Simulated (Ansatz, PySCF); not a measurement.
Noncovalent pair: NH3 (SMILES N) (first 4 atoms) with PH3 (SMILES P); geometry from B3LYP-D3(BJ)/def2-TZVP, rigid monomers moved along the line of their centres of mass till N1···P5 is 3.71 Å.
(charge 0, multiplicity 1):
```
atom    x (Å)    y (Å)    z (Å)
----  -------  -------  -------
N     -0.0643  -0.1165   0.0765
H     -0.9063  -0.6806   0.0766
H     -0.3421   0.8358  -0.1314
H      0.5202  -0.4387  -0.6864
P     -0.0792   0.5258   3.7272
H      1.1663   1.0260   3.2794
H      0.2797   0.5981   5.1026
H      0.3084  -0.8290   3.6003
```

Quantity: the interaction energy.

Monomers are frozen at their geometry in the pair; levels with a basis set take the counterpoise correction.

Cores are frozen in the correlated methods. CBS(a, b) extrapolates the correlation energy as X⁻³ and adds the Hartree–Fock energy of set b.

Codes used: Ansatz (a program for electronic structure); PySCF for the dispersion terms. Each number belongs to the level named beside it.

Costs are ratios of core time to PBE/def2-TZVPPD (roughly 2.7 s), for whole runs (searches for the state included, and forces where a run took them) on one shared machine, so rough; each difference counts from -1.40 kcal/mol (CCSD(T)/CBS(aug-cc-pV(D+d)Z, aug-cc-pV(T+d)Z), a level with limits of its own).

A star marks coupled-cluster runs past 200 virtual orbitals, where the program's memory plan changes under this machine's limit, so their costs aren't comparable with smaller runs.

```tsv
level	basis functions	cost	difference (kcal/mol)
PBE/def2-TZVPPD	187	×1	0.33
PBE-D3(BJ)/def2-TZVPPD	187	×1	-0.20
PBE0/def2-TZVPPD	187	×2	0.41
PBE0-D3(BJ)/def2-TZVPPD	187	×2	-0.13
B3LYP/def2-TZVPPD	187	×2	0.80
B3LYP-D3(BJ)/def2-TZVPPD	187	×2	0.00
r2SCAN/def2-TZVPPD	187	×2	0.22
r2SCAN-D3(BJ)/def2-TZVPPD	187	×2	-0.04
wB97M-V/def2-TZVPPD	187	×3	0.00
CCSD(T)/aug-cc-pV(D+d)Z	109	×4	0.14
wB97X-V/def2-TZVPPD	187	×4	-0.04
CCSD(T)/aug-cc-pV(T+d)Z	239	×400*	0.04
```

With a budget of 30 times the cost of PBE/def2-TZVPPD, the closest level: B3LYP-D3(BJ)/def2-TZVPPD, at 0.00 kcal/mol; next is wB97M-V/def2-TZVPPD at 0.00 kcal/mol.
